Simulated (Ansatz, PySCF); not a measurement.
C₂H₅ClFNSi, SMILES N[Si@H](Cl)/C=C/F. Atoms are numbered in the order given.

```xyz
11

N     -2.0449     0.5654    -1.0350
Si    -0.7192    -0.4413    -0.6088
Cl    -0.7180    -1.1106     1.3900
C      0.8514     0.5129    -0.8453
C      1.7796     0.6520     0.1068
F      2.9079     1.3449    -0.0780
H     -2.9734     0.1621    -1.1416
H     -2.1029     1.5078    -0.6542
H     -0.8233    -1.6674    -1.4312
H      1.0437     0.9937    -1.8122
H      1.7181     0.2285     1.1140
```

Geometry: TPSSh-D3(BJ)/def2-SVP. The structure was generated by enumeration; whether it is a known compound was not checked. One conformer was computed; it need not be the lowest.

Two levels are set side by side: PBE-D3(BJ)/def2-SVP (Ansatz, a first-principles code) and TPSSh-D3(BJ)/def2-SVP (PySCF). Each level has its own optimised geometry; the coordinates shown are those of the second. Frequencies come from the Hessian of PySCF at each geometry. Differences are taken from unrounded values.

```csv
quantity,TPSSh-D3(BJ),PBE-D3(BJ),PBE-D3(BJ) minus TPSSh-D3(BJ)
mean bond length (Å),1.406,1.414,0.008
bond N1–Si2 (Å),1.718,1.728,0.010
bond Si2–Cl3 (Å),2.108,2.115,0.008
bond Si2–C4 (Å),1.853,1.858,0.005
bond C4–C5 (Å),1.337,1.344,0.007
bond C5–F6 (Å),1.337,1.340,0.003
bond N1–H7 (Å),1.018,1.024,0.006
bond N1–H8 (Å),1.018,1.024,0.006
bond Si2–H9 (Å),1.480,1.497,0.017
bond C4–H10 (Å),1.097,1.105,0.008
bond C5–H11 (Å),1.094,1.104,0.010
highest harmonic wavenumber (cm⁻¹),3636,3579,-57
mean harmonic wavenumber (cm⁻¹),1174,1142,-32
zero-point energy (kcal/mol),45.32,44.10,-1.22
```

GGA bonds tend to be longer and softer than those of functionals with exact exchange. Differences between two approximate levels are no errors against the true value.
